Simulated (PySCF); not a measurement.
First SCF of a structure search on quartet RuOBr, at a hand-made linear geometry. PySCF input:

```python
from pyscf import gto, scf, dft
mol = gto.M(atom='''
Ru     0.000000     0.000000     0.000000
O      0.000000     0.000000    -1.710000
Br     0.000000     0.000000     2.390000''',
    basis={'Ru': 'def2-TZVP', 'O': 'def2-TZVP', 'Br': 'def2-TZVP'},
    ecp={'Ru': 'def2-TZVP'},
    charge=0, spin=3)
mf = dft.UKS(mol, xc='PBE0')
mf.grids.atom_grid = (50, 194)
aux = {'Ru': 'def2-universal-JKFIT', 'O': 'def2-universal-JKFIT', 'Br': 'def2-universal-JKFIT'}
mf = mf.density_fit(auxbasis=aux)
mf.conv_tol = 1e-08
mf.diis_space = 10
mf.max_cycle = 60
mf.init_guess = 'minao'
mf.verbose = 4
mf.kernel()
```

Excerpt of the output (cycles alone):

```
init E= -2735.00975683318
cycle= 1 E= -2742.08644451385  delta_E= -7.08  |g|=  1.8  |ddm|= 3.25
cycle= 2 E= -2708.87151962618  delta_E= 33.2  |g|= 5.47  |ddm|= 8.69
cycle= 3 E= -2743.27444146088  delta_E= -34.4  |g|= 1.22  |ddm|= 8.52
cycle= 4 E= -2740.20097498  delta_E= 3.07  |g|= 2.57  |ddm|= 2.06
cycle= 5 E= -2743.84627726489  delta_E= -3.65  |g|= 0.251  |ddm|= 1.81
cycle= 6 E= -2743.88349701808  delta_E= -0.0372  |g|= 0.0842  |ddm|= 0.277
cycle= 7 E= -2743.88659487281  delta_E= -0.0031  |g|= 0.0355  |ddm|= 0.0801
cycle= 8 E= -2743.8874915991  delta_E= -0.000897  |g|= 0.012  |ddm|= 0.0379
cycle= 9 E= -2743.88762097408  delta_E= -0.000129  |g|= 0.00367  |ddm|= 0.0174
cycle= 10 E= -2743.88765659924  delta_E= -3.56e-05  |g|= 0.00208  |ddm|= 0.00976
cycle= 11 E= -2743.88767713931  delta_E= -2.05e-05  |g|= 0.000948  |ddm|= 0.0103
cycle= 12 E= -2743.8876814856  delta_E= -4.35e-06  |g|= 0.000605  |ddm|= 0.00484
cycle= 13 E= -2743.88768246266  delta_E= -9.77e-07  |g|= 0.00046  |ddm|= 0.00211
cycle= 14 E= -2743.88768276267  delta_E= -3e-07  |g|= 0.000211  |ddm|= 0.000993
cycle= 15 E= -2743.88768286764  delta_E= -1.05e-07  |g|= 4.96e-05  |ddm|= 0.00094
cycle= 16 E= -2743.88768287639  delta_E= -8.75e-09  |g|= 2.78e-05  |ddm|= 0.000183
Extra cycle  E= -2743.88768288209  delta_E= -5.71e-09  |g|= 2.96e-05  |ddm|= 0.000145
converged SCF energy = -2743.88768288209  <S^2> = 3.7728698  2S+1 = 4.0114186
```

This is not the lowest solution: another start and a stability analysis within the same unrestricted form found one 30.1 kJ/mol lower, at -2743.89914 Eh.

Open d and f shells are described by one determinant, and the ground state may have another occupation or spin.

The search for the lowest solution, 3 starts and the stability check together, took 20 s on 4 threads of a shared Arm Neoverse V1 host, with 119 basis functions; the process peaked at 0.52 GiB. Launch command: `OMP_NUM_THREADS=4 python axn.py task.json out`.
